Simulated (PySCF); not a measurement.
CH₆GeSe₃, SMILES [SeH][Ge]([SeH])([SeH])[CH3], singlet, B3LYP/def2-SVP optimised geometry.

```
11

C      1.27    -0.58     0.00
Ge    -0.69    -0.58     0.00
Se    -1.36    -1.78    -1.96
Se    -1.37    -1.56     2.07
Se    -1.65     1.61     0.00
H      1.64    -0.03     0.88
H      1.65    -1.61     0.03
H      1.64    -0.08    -0.91
H     -2.79    -1.43    -1.79
H     -2.80    -1.36     1.79
H     -1.43     1.80    -1.45
```

Density from B3LYP/def2-TZVP (PySCF) at that geometry.

Minimum of the electron density along straight lines between bonded atoms, close to the bond critical point (lines longer than 1.1 times the sum of covalent radii, or with two minima, are not listed):

```
bond     length / Å  ρ at the minimum / e bohr⁻³  ∇²ρ there / e bohr⁻⁵  position (fraction from the first atom)
-------  ----------  ---------------------------  --------------------  ---------------------------------------
C1–Ge2        1.967                          ___                   ___                                     0.53
Ge2–Se3       2.395                        0.087                 -0.02                                     0.44
Ge2–Se4       2.391                        0.088                 -0.02                                     0.44
Ge2–Se5       2.394                        0.088                   ___                                     0.44
C1–H6         1.100                        0.271                 -0.91                                     0.64
C1–H7         1.100                        0.270                 -0.90                                     0.64
C1–H8         1.100                        0.271                 -0.90                                     0.64
Se3–H9        1.475                        0.173                 -0.31                                     0.63
Se4–H10       1.476                        0.173                 -0.30                                     0.63
Se5–H11       1.478                        0.172                 -0.30                                     0.63
```

**Question.** Complete the blanks.

**Answer.** 
- C1–Ge2, ρ at the minimum / e bohr⁻³: 0.126
- C1–Ge2, ∇²ρ there / e bohr⁻⁵: 0.05
- Ge2–Se5, ∇²ρ there / e bohr⁻⁵: -0.03
